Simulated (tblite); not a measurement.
Compound: C₆H₉OPS.
Numbering: `[CH3:1][CH2:2][P@@H:3](=[O:4])[c:5]1[cH:6][cH:7][cH:8][s:9]1` (hydrogens: H10, H11, H12 on C1; H13, H14 on C2; H15 on P3; H16 on C6; H17 on C7; H18 on C8)

Computed with GFN2-xTB (tblite), gas phase: L-BFGS steps from a force-field or distance-geometry start until the largest atomic force falls under 0.01 eV/Å.

Step 0: E = -742.4267 eV
```
atom  x, y, z in Å  |  force x, y, z in eV/Å
C1     -3.0887    0.1244    0.2284   -0.973  -0.104  -0.064
C2     -1.6114    0.4004    0.2802   -0.001  -0.234   1.438
P3     -0.6188   -1.0226   -0.3042   -1.595   0.571  -4.038
O4     -0.8905   -1.1876   -1.7944    0.438  -0.436   2.916
C5      1.0066   -0.4319   -0.0619    1.031   0.263  -0.804
C6      1.7392    0.2215   -1.0324    0.848  -0.011   1.034
C7      3.0356    0.5823   -0.5459   -0.513  -0.482   0.844
C8      3.2300    0.1841    0.7683   -0.260   0.300  -1.236
S9      1.8540   -0.6287    1.3953    0.611   0.061   0.644
H10    -3.6649    0.9834    0.6133    0.234  -0.323  -0.167
H11    -3.4157   -0.0701   -0.8018    0.161   0.049   0.258
H12    -3.3566   -0.7554    0.8299    0.122   0.220  -0.142
H13    -1.3701    1.2781   -0.3043    0.274   0.032  -0.373
H14    -1.3145    0.6081    1.3221   -0.065   0.040  -0.151
H15    -0.8104   -2.1197    0.5476   -0.027   0.189  -0.160
H16     1.3758    0.4272   -2.0182   -0.063  -0.051  -0.053
H17     3.7896    1.1019   -1.1185   -0.192  -0.097   0.074
H18     4.1023    0.3108    1.3780   -0.030   0.015  -0.022
```

**Question.** Estimate the geometry and energy of step 1. (The exact step hangs on the optimiser's Hessian estimate; all steps are aligned on step 0, rigid shifts and turns removed.)

**Answer.** E = -742.6043 eV, largest force 2.981 eV/Å
```
atom  x, y, z in Å  |  force x, y, z in eV/Å
C1     -3.1026    0.1230    0.2275   -0.203  -0.034   0.113
C2     -1.6115    0.3970    0.3008   -0.281  -0.002   0.137
P3     -0.6415   -1.0144   -0.3618    0.391   1.078   2.557
O4     -0.8842   -1.1938   -1.7527   -0.694  -1.016  -2.715
C5      1.0213   -0.4281   -0.0734   -0.189  -0.455  -0.036
C6      1.7513    0.2214   -1.0177    0.183   0.196  -0.384
C7      3.0283    0.5754   -0.5339    0.446   0.343  -0.342
C8      3.2262    0.1883    0.7507    0.344  -0.033   0.380
S9      1.8627   -0.6279    1.4045    0.260   0.066   0.229
H10    -3.6616    0.9788    0.6109   -0.004  -0.095  -0.066
H11    -3.4133   -0.0694   -0.7981    0.069   0.008   0.008
H12    -3.3549   -0.7522    0.8279   -0.015   0.038  -0.031
H13    -1.3662    1.2785   -0.3096    0.113  -0.272  -0.022
H14    -1.3154    0.6087    1.3200    0.077   0.042   0.310
H15    -0.8108   -2.1170    0.5453   -0.009   0.479  -0.529
H16     1.3749    0.4264   -2.0189    0.183  -0.117   0.429
H17     3.7868    1.1005   -1.1174   -0.387  -0.235   0.242
H18     4.1019    0.3110    1.3777   -0.283   0.008  -0.280
```

The energy changes by -0.1776 eV. The first-order estimate −F·Δx gives -0.5585 eV and the mean of the old and new forces, exact on a quadratic surface, -0.1446 eV. The step makes an angle of 0° with the force vector and moves no atom by more than 0.062 Å.

The cost below is that of the whole relaxation. Time: 0.85 s of wall time. Hardware: one thread, Arm Neoverse V1 (aarch64), shared host with 32 logical CPUs at a one-minute load of 13.
